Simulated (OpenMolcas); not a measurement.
## Ce3+: moving the ligands

Ce3+ with 6 ligands (fluoride) in trigonal antiprismatic coordination (D3d) at 2.32 Å, a polar angle of 60.8° against the regular 54.74°. A charge of +0.5 e stands 3.2 Å behind each ligand. Ligand basis ANO-RCC-VDZP.

* Program: OpenMolcas
* Method: CASSCF
* Basis: ANO-RCC-VDZP [7s6p4d2f1g]
* Scalar Hamiltonian: DKH2, point nucleus
* Active space: 1 electron in 7 orbitals (4f)
* State averaging: 2S+1 = 2 odd, 7 roots
* Spin-orbit coupling: state interaction with AMFI integrals over the reference wave functions

Runs around this geometry, states (labels of D3, the rotations of D3d). Energies in cm-1 above the lowest state or level, χT in cm3 K/mol.

| R (Å) | Ground state | First state of that spin | First gap with spin-orbit (degeneracies) | Width of lowest J | χT at 300 K |
| --- | --- | --- | --- | --- | --- |
| 2.27 | 2A2 | 2E 531.4 | 937.1 (2, 2) | 1334 | 0.430 |
| 2.32 | 2A2 | 2E 450.8 | 832.1 (2, 2) | 1227 | 0.466 |
| 2.4 | 2A2 | 2E 353.4 | 694.8 (2, 2) | 1076 | 0.521 |

Taking the width of the lowest J multiplet as R^-n, n = -ln(1076 / 1334) / ln(2.4 / 2.27) = 3.9 between the shortest and longest distance.

No measured value stands beside these numbers; the geometry is a model, was not optimised and need not be the one that this ion takes.
